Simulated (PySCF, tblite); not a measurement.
Species: C₆H₁₁Cl.
Atom-mapped SMILES: `[CH3:1][C:2]([CH3:3])=[C:4]([CH3:5])[CH2:6][Cl:7]` (hydrogens: H8, H9, H10 on C1; H11, H12, H13 on C3; H14, H15, H16 on C5; H17, H18 on C6)

Computed geometry: GFN2-xTB, gas phase.

List the bond lengths, angles and torsions at this level.

| bond | length (Å) | order |
| --- | --- | --- |
| C1–C2 | 1.502 | single |
| C2–C3 | 1.503 | single |
| C2=C4 | 1.336 | double |
| C4–C5 | 1.503 | single |
| C4–C6 | 1.495 | single |
| C6–Cl7 | 1.808 | single |
| C1–H8, C1–H9, C1–H10 | 1.088 | single |
| C3–H11, C3–H12, C3–H13 | 1.088 | single |
| C5–H14, C5–H15, C5–H16 | 1.088 | single |
| C6–H17, C6–H18 | 1.089 | single |

Bonds in one row agree within 0.01 Å and their mean is given. Orders are formal, as drawn. A selection of angles:
| angle | degrees |
| --- | --- |
| C2–C1–H8 | 110.4 |
| C2–C1–H9 | 111.8 |
| H8–C1–H9 | 108.3 |
| C1–C2–C3 | 114.9 |
| C1–C2–C4 | 122.5 |
| C3–C2–C4 | 122.5 |
| C2–C3–H11 | 110.6 |
| C2–C3–H12 | 109.9 |
| H11–C3–H12 | 107.9 |
| C2–C4–C5 | 123.9 |
| C2–C4–C6 | 122.0 |
| C5–C4–C6 | 114.1 |
| C4–C5–H14 | 111.9 |
| C4–C5–H16 | 109.5 |
| H14–C5–H15 | 108.6 |
| H14–C5–H16 | 108.2 |
| C4–C6–Cl7 | 110.6 |
| C4–C6–H17 | 113.0 |
| C4–C6–H18 | 111.2 |
| Cl7–C6–H17 | 106.0 |
| H17–C6–H18 | 109.9 |

Torsions: C1–C2–C4–C5 4° (synperiplanar); C2–C4–C6–Cl7 -86° (synclinal). The mirror-image conformer, all signs reversed, is as good.

The 5 C–C bonds span 1.336 Å (C2=C4, drawn double) to 1.503 Å (C4–C5, drawn single), a spread of 0.167 Å. Of the pairs four or more bonds apart, C1···H14 is among the closest relative to their van der Waals radii: 2.63 Å, 91 % of the sum of Bondi's values.

Point group: C1 (no symmetry element, even within 0.4 Å). Its GFN2-xTB frequencies are all real (lowest 40 cm⁻¹). One conformer, not necessarily the lowest. 3 starts were optimised and ended at 0.00, 0.00 and 0.47 kcal/mol (GFN2-xTB); the lowest of these is shown.
